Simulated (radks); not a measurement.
The numbers below are computed, except where a source is named.
Valence configurations of the europium ion Eu3+ (all share [Xe]). Code: a radial shooting solver on a logarithmic mesh with Libxc functionals. Model: scalar-relativistic Kohn-Sham, r2SCAN, spin-polarised, spherical densities, finite nucleus; open shells are filled with parallel spins first (spin-orbit coupling, left out, can overturn this in heavy ions); meta-GGA in the generalised Kohn-Sham scheme; Fermi nuclear charge, rms radius 5.1115 fm. Energies are relative to 4f6; eigenvalues in eV for spin up.

[
 {"valence": "4f6", "E (eV)": "0.000", "moment (Bohr magnetons)": "6", "e(4f)": "-34.992", "e(5d)": "-", "e(6p)": "-", "e(6s)": "-"},
 {"valence": "4f5.5 6s0.5", "E (eV)": "7.540", "moment (Bohr magnetons)": "6", "e(4f)": "-40.069", "e(5d)": "-", "e(6p)": "-", "e(6s)": "-23.577"},
 {"valence": "4f5 5d1", "E (eV)": "12.843", "moment (Bohr magnetons)": "6", "e(4f)": "-42.043", "e(5d)": "-26.854", "e(6p)": "-", "e(6s)": "-"},
 {"valence": "4f5 5d0.5 6s0.5", "E (eV)": "14.834", "moment (Bohr magnetons)": "6", "e(4f)": "-43.710", "e(5d)": "-27.934", "e(6p)": "-", "e(6s)": "-24.110"},
 {"valence": "4f5 6s1", "E (eV)": "16.682", "moment (Bohr magnetons)": "6", "e(4f)": "-45.328", "e(5d)": "-", "e(6p)": "-", "e(6s)": "-25.258"},
 {"valence": "4f5 6p1", "E (eV)": "22.305", "moment (Bohr magnetons)": "6", "e(4f)": "-46.423", "e(5d)": "-", "e(6p)": "-20.040", "e(6s)": "-"},
 {"valence": "4f4 5d2", "E (eV)": "30.708", "moment (Bohr magnetons)": "6", "e(4f)": "-49.579", "e(5d)": "-29.050", "e(6p)": "-", "e(6s)": "-"},
 {"valence": "4f4 5d1 6p1", "E (eV)": "41.844", "moment (Bohr magnetons)": "6", "e(4f)": "-54.148", "e(5d)": "-31.946", "e(6p)": "-20.611", "e(6s)": "-"},
 {"valence": "4f4 6p2", "E (eV)": "53.462", "moment (Bohr magnetons)": "6", "e(4f)": "-58.584", "e(5d)": "-", "e(6p)": "-22.552", "e(6s)": "-"},
 {"valence": "4f3.5 6p2.5", "E (eV)": "72.794", "moment (Bohr magnetons)": "6", "e(4f)": "-64.931", "e(5d)": "-", "e(6p)": "-23.712", "e(6s)": "-"}
]

NIST lists [Xe] 4f6 as the ground configuration; this level of theory agrees among the configurations tried. The energies are those of spherical high-spin densities, not of single terms.
